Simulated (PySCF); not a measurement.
A side-by-side comparison of computed properties.

First species: C₇H₁₁NSi₂.
SMILES: `C=CC[SiH2]C#C[SiH2]CC#N`

Second species: C₆H₁₅FOSi.
SMILES: `C[C@H](CF)OC(C)(C)[SiH3]`

Levels: PBE0/pcSseg-1 for dipole moment, HOMO energy, LUMO energy and HOMO–LUMO gap; GFN2-xTB for rotational constant A and rotational constant C. Geometries: GFN2-xTB. Each species is one conformer at its optimised geometry, gas phase, non-relativistic unless stated. Electronic properties by PySCF.

The conformers computed, where there is a choice (atom-mapped SMILES and torsion angles):
- `[CH2:1]=[CH:2][CH2:3][SiH2:4][C:5]#[C:6][SiH2:7][CH2:8][C:9]#[N:10]`: C1–C2–C3–Si4 -105°, C2–C3–Si4–C5 -178°, C6–Si7–C8–C9 180°
- `[CH3:1][C@H:2]([CH2:3][F:4])[O:5][C:6]([CH3:7])([CH3:8])[SiH3:9]`: C1–C2–C3–F4 66°, C1–C2–O5–C6 -119°, C2–O5–C6–C7 -63°

Problem. Which of the two has the higher HOMO–LUMO gap, and by how much?

Solution. The second: 8.26 eV against 6.44 eV, a difference of 1.82 eV.

Problem. Which of the two has the higher LUMO energy, and by how much?

Solution. The second: 0.72 eV against -0.99 eV, a difference of 1.71 eV.

Problem. Which of the two has the higher rotational constant A, and by how much?

Solution. The first: 5.071 GHz against 2.200 GHz, a difference of 2.871 GHz.

Problem. Which has the higher dipole moment?

Solution. The first: 4.52 D against 1.55 D, a difference of 2.97 D.

Problem. Which of the two has the higher HOMO energy, and by how much?

Solution. The first: -7.43 eV against -7.54 eV, a difference of 0.11 eV.

Problem. Which of the two has the higher rotational constant C, and by how much?

Solution. The second: 0.676 GHz against 0.223 GHz, a difference of 0.453 GHz.

On the first: A dipole of 4.52 D is allowed in C1, and pure rotational transitions are dipole-allowed. In atomic units the dipole is 1.78 e·bohr (1 au = 2.5417 D).

On the second: The dipole equals about 5.2 × 10⁻³⁰ C·m (1 D = 3.33564 × 10⁻³⁰ C·m).
